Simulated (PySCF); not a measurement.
CsBr, SMILES [Br][Cs].

Geometry: PBE0-D3(BJ)/def2-TZVPD. The def2 effective core potentials stand for the cores of Cs; spin–orbit coupling is left out.

Computed with ωB97X/def2-TZVPD in PySCF.

```
Item                                                                                                            Value
---------------------------------------------------------------------------------------------  ----------------------
total energy                                                                                      -2594.43541 hartree
point group                                                                                                       C∞v
highest occupied level                                                                                       -7.97 eV
lowest empty level                                                                                           -0.06 eV
orbital gap                                                                                                   7.92 eV
dipole moment                                                                                                 11.36 D
quadrupole, principal values (traceless, Buckingham form, about the centre of nuclear charge)   -6.79, 3.39, 3.39 D·Å
mean static polarisability                                                                       56.0 bohr³ (8.29 Å³)
polarisability, principal values                                                               49.2, 49.2, 69.5 bohr³
```
